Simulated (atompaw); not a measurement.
What one change does to a pseudopotential (Co (Z = 27), PAW (atompaw))

atompaw 4.2.0.5 input, output lines left out:

```
Co 27
LDA-PW scalarrelativistic loggrid 1500 logderivrange -3 5 201
4 4 3 0 0 0
4 1 0
3 2 7
0 0 0
c
c
c
v
c
c
v
v
2
2.65 1.95 2.25 2.10
y
0.95
n
y
0.3
n
y
-0.1
n
custom polynom gramschmidtortho besselshape
bessel
2.65
2.65
2.65
2.20
1.00
1.00
```

All-electron outer shells of the reference configuration (LDA (PW92), scalar-relativistic, ld1.x):

| shell | level (eV) | outermost node (bohr) | outermost maximum (bohr) |
| --- | --- | --- | --- |
| 3s | -101.87 | 0.31 | 0.67 |
| 3p | -65.52 | 0.28 | 0.68 |
| 3d | -8.46 | – | 0.66 |
| 4s | -5.67 | 0.96 | 2.29 |
| 4p | -1.39 | 1.05 | 3.21 |

Change: local potential bessel scheme, radius 1.56 bohr.

Cutoffs: the cutoffs (Ry, on a coarse ladder) from which the occupation-weighted sum of valence levels, in a spherical-Bessel basis at the reference potential, stays within 10 and 1 mRy of its value at 400 Ry; they do not see the model core or the augmentation charge, which bear on the density cutoff.

Problem. What does the change do?

Solution. The potential gets neither clearly harder nor softer (140 Ry and 230 Ry → 140 Ry and 230 Ry); the range in which the s phases agree narrows (upper end 3.5 → 1.9); neither file shows a bound ghost.

```csv
quantity,base,changed
"cutoff, loose",140 Ry,140 Ry
"cutoff, tight",230 Ry,230 Ry
bound ghosts,none,none
s: phases at 2.67 bohr within 0.05 rad from the reference energy up to (Ry; the scan ends near 5),3.5,1.9
p: phases at 2.67 bohr within 0.05 rad from the reference energy up to (Ry; the scan ends near 5),3.8,4.0
d: phases at 2.67 bohr within 0.05 rad from the reference energy up to (Ry; the scan ends near 5),to the end of the scan,to the end of the scan
lowest overlap eigenvalue by channel,"s 0.23, p 0.24, d 1.00","s 0.01, p 0.25, d 1.00"
```

 The cutoffs see the waves, projectors and local potential, not the compensation charge or the core.
